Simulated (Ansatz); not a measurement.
One change: `C[Si](F)(Cl)N=C=O` becomes `C[SiH](Cl)N=C=O`.

Ansatz, PBE0-D4/def2-TZVP geometries, multiplicity 1. Each molecule was computed in one conformer, which needn't be the lowest.

```csv
property,`C[Si](F)(Cl)N=C=O`
HOMO–LUMO gap (ωB97M-V/def2-TZVPP) / eV,13.61
LUMO energy (PBE0/def2-TZVPP) / eV,0.13
HOMO energy (B3LYP/def2-TZVPP) / eV,-8.90
size of the dipole moment (PBE/def2-TZVPP) / D,2.34
HOMO–LUMO gap (PBE/def2-TZVPP) / eV,6.85
LUMO energy (ωB97M-V/def2-TZVPP) / eV,2.21
```

Problem. Give the same properties after the change, and the shifts. (An estimate is asked.)

Solution. The calculation gave: 
```tsv
property	`C[SiH](Cl)N=C=O`	shift
HOMO–LUMO gap (ωB97M-V/def2-TZVPP) / eV	12.97	-0.64
LUMO energy (PBE0/def2-TZVPP) / eV	0.08	-0.05
HOMO energy (B3LYP/def2-TZVPP) / eV	-8.45	0.45
size of the dipole moment (PBE/def2-TZVPP) / D	2.44	0.10
HOMO–LUMO gap (PBE/def2-TZVPP) / eV	6.41	-0.44
LUMO energy (ωB97M-V/def2-TZVPP) / eV	2.09	-0.12
```

With PBE0 the HOMO rises by 0.49 eV and the LUMO falls by 0.05 eV, so the gap narrows by about 0.54 eV. PBE moves the HOMO by 0.42 eV and ωB97M-V by 0.51 eV. Dipoles are sizes alone; their direction can turn.

B3LYP here is the variant with VWN-RPA as its local correlation; programs differ in this.
